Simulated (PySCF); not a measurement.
Sn(F)(Cl)2(OH) (Cl₂FHOSn), SMILES [OH][Sn]([F])([Cl])[Cl].

Coordinates come from a B3LYP-D3(BJ)/def2-SVP optimisation. The structure was generated by enumeration; whether it is a known compound was not checked. The def2 effective core potentials stand for the cores of Sn; spin–orbit coupling is left out. The values are those of a single conformer.

Calculation: PySCF with PBE/def2-TZVP.

Symmetry labels are those of the subgroup Cs that the program uses (full group Cs).

Q: List the valence orbital energies around the gap with their symmetry. (The exact figures need the calculation; the answer reports its results.)

A: 
```csv
orbital,symmetry,energy (eV)
HOMO−7,A',-9.94
HOMO−6,A",-9.43
HOMO−5,A',-9.12
HOMO−4,A',-8.62
HOMO−3,A',-8.54
HOMO−2,A",-8.48
HOMO−1,A",-8.37
HOMO,A",-8.11
LUMO,A',-4.19
LUMO+1,A',-1.04
LUMO+2,A',-0.83
LUMO+3,A",-0.41
```
